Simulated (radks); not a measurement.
Results of a calculation; reference values are marked as such.
All-electron atom: O- in [He] 2s2 2p5.

Code: a radial shooting solver on a logarithmic mesh with Libxc functionals. Model: non-relativistic Kohn-Sham, r2SCAN, spin-polarised, spherical densities, point nucleus; open shells are filled with parallel spins first; meta-GGA in the generalised Kohn-Sham scheme; Watson sphere of charge +1 and radius 1.66 bohr.

Energy parts (hartree; the electron-nucleus part includes the sphere):
total: -80.23315
kinetic: 75.58676
electron-nucleus: -188.86617
Hartree: 41.88386
exchange-correlation: -8.83761

Orbitals (lengths in bohr, moments of r in powers of bohr; r(max) is where P^2 peaks):
orbital	occ.	eigenvalue (hartree)	r(max)	<r^4>	<r>	<1/r>
1s up	1	-18.97984	0.1294	0.007654	0.1997	7.623
1s down	1	-18.95264	0.1293	0.007576	0.1993	7.631
2s up	1	-0.94920	0.8850	5.413	1.165	1.249
2s down	1	-0.88133	0.8940	5.919	1.186	1.225
2p up	3	-0.36676	0.8576	12.67	1.307	1.062
2p down	2	-0.30143	0.8821	16.45	1.375	1.022

The highest occupied level is 2p down at -8.202 eV. Spin moment in Bohr magnetons: 1. The spin density at the nucleus is 0.0521 e/bohr^3 (1s -0.2897, 2s 0.3419), a Fermi contact field of 2.73 T. The density falls to 0.001 e/bohr^3 at r = 3.45 bohr. The electron density at the nucleus is 311.3 e/bohr^3.
